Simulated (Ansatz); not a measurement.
`F[SiH2][SiH](F)F`, charge 0, multiplicity 1.

(1) Give a relaxed structure at PBE0-D4/def2-TZVP (Ansatz). (Best estimate.)

Answers

(1) Computed: 
Z-matrix (Å, degrees):
```
Si
Si 1 2.355
F 1 1.602 2 109.8
H 1 1.485 2 110.1 3 119.6
H 1 1.485 2 110.1 3 -119.6
F 2 1.591 1 109.9 3 58.9
F 2 1.591 1 109.9 3 -59.0
H 2 1.483 1 114.2 3 179.9
```
Point group Cs.
